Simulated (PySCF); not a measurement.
C7H5O2 (charge -1).
Structure used (GFN2-xTB), in Å, numbered top down from 1:
```xyz
14
C7H5O2 angstrom
O      2.505   -1.867    0.730
C      2.104   -1.170   -0.214
O      2.525   -1.090   -1.377
C      0.897   -0.274    0.117
C      0.142   -0.026    1.189
C     -0.783    0.942    0.478
C     -1.903    0.280   -0.285
C     -1.154    0.039   -1.362
C      0.083    0.662   -0.782
H      0.119   -0.388    2.201
H     -0.938    1.932    0.902
H     -2.907    0.023    0.012
H     -1.312   -0.479   -2.292
H      0.620    1.417   -1.346
```

Probes without a nucleus sit at each ring's centroid and 1 Å off its mean plane on both sides; NICS is minus the shielding there, NICSzz its component along the normal. Level: GIAO PBE0/pcSseg-1 (PySCF, non-relativistic, gas phase) on the GFN2-xTB geometry, one conformer.

Ring bond lengths (Å), with Mayer bond orders in brackets: C4–C5 1.335 (1.73), C5–C6 1.516 (0.99), C6–C9 1.554 (0.98), C9–C4 1.533 (0.96); C6–C7 1.508 (0.99), C7–C8 1.334 (1.79), C8–C9 1.501 (1.00), C9–C6 1.554 (0.98).

What do the NICS probes read (ppm)?

| ring | type | NICS(0) | NICS(1), two faces | NICS(1)zz, two faces | rms pucker (Å) | centre to ring atoms, mean (Å) |
| --- | --- | --- | --- | --- | --- | --- |
| C4–C5–C6–C9 | 4-membered carbocycle; formal bonds 1 double, 3 single | -3.9 | -2.9 / -3.1 | -4.0 / -1.2 | 0.00 | 1.05 |
| C6–C7–C8–C9 | 4-membered carbocycle; formal bonds 1 double, 3 single | -1.5 | -2.1 / -2.6 | -0.5 / -4.6 | 0.00 | 1.04 |

What can be read from them?

- C4–C5–C6–C9: mean NICS(1)zz -2.6 ppm, near zero. C6, C9 have four or more neighbours, and the NICS criterion for π rings isn't applied.
- C6–C7–C8–C9: mean NICS(1)zz -2.5 ppm, near zero. C6, C9 have four or more neighbours, so the value isn't read as a sign of a π ring current. The two faces differ by 4.1 ppm, so no symmetry operation interchanges them.

Give the inner angles of the rings and the Hirshfeld charges of the ring atoms.

- C4–C5–C6–C9: C4 93.3° (-0.019 e), C5 95.0° (-0.086 e), C6 85.7° (-0.058 e), C9 86.0° (-0.046 e); sum 360.0° against 360° for a flat convex ring.
- C6–C7–C8–C9: C6 85.7° (-0.058 e), C7 94.1° (-0.081 e), C8 94.3° (-0.060 e), C9 85.9° (-0.046 e); sum 360.0° against 360° for a flat convex ring.

The run took about 70 s of CPU time (one thread, shared machine). This is the whole shielding run at PBE0/pcSseg-1, SCF included.
